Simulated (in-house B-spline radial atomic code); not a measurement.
Values are calculated unless marked as measured or tabulated.
## H ion on Ge atom: potential, deflection and energy transfer

The pair potential comes from two frozen, spherical free-atom densities (PBE, B-spline radial code, scalar-relativistic past argon): electrostatics plus the change in Thomas-Fermi kinetic and Dirac exchange energy where they overlap, the recipe behind the universal ZBL potential, which averages such potentials (from solid-state densities) over many pairs. It is written V = (Z1 Z2 e²/r) φ(r/a), with e² = 14.3996 eV·Å and a = 0.46850 Å/(Z1^0.23 + Z2^0.23); ZBL's fit is φ = 0.18175 e^(−3.1998x) + 0.50986 e^(−0.94229x) + 0.28022 e^(−0.4029x) + 0.02817 e^(−0.20162x). Where φ falls below 4e-4 it is continued as an exponential.

Masses 1.01 and 72.63 u.

```tsv
x = r/a	φ, this pair	φ, ZBL
0.1	0.879	0.8928
0.5	0.597	0.6096
1.5	0.2898	0.2995
3	0.1177	0.1292
5	0.05345	0.05224
8	0.0175	0.01705
12	0.003759	0.00474
```

Question: At x = 1 the electrostatic, kinetic and exchange parts are 1167.43, 147.57 and -15.9 eV. Find r, V and φ.

Answer: a = 0.46850/(1.0000 + 2.2191) = 0.14554 Å, so r = 0.14554 Å. V = 1167.43 + 147.57 + (-15.9) = 1299.10 eV. The bare repulsion is 1 × 32 × 14.3996/0.14554 = 3166.1 eV, so φ = 0.4103, -1.5 % against ZBL's 0.4164. The kinetic (Pauli) term is 11 % of V here.

Question: The ion comes in at 3.21 keV with impact parameter 0.0728 Å. The scattering integral gives a centre-of-mass angle of 62.24° and a closest approach of 0.7914 a. What are the reduced energy, the energy passed on and the laboratory angles?

Answer: ε = E a M2/(Z1 Z2 e² (M1 + M2)) = 3210 × 3.1151e-04 = 1. The most that one collision can pass on is γE with γ = 4 M1 M2/(M1 + M2)² = 0.0541. Here T = γE sin²(θ/2) = 0.0541 × 3210 × 0.2671 = 46.4 eV. The ion turns by arctan(sin θ/(cos θ + M1/M2)) = 61.5°, and the struck atom leaves at (180° − θ)/2 = 58.9°. The closest approach is 0.115 Å. With ZBL the angle would be 63.04° and T = 47.47 eV.
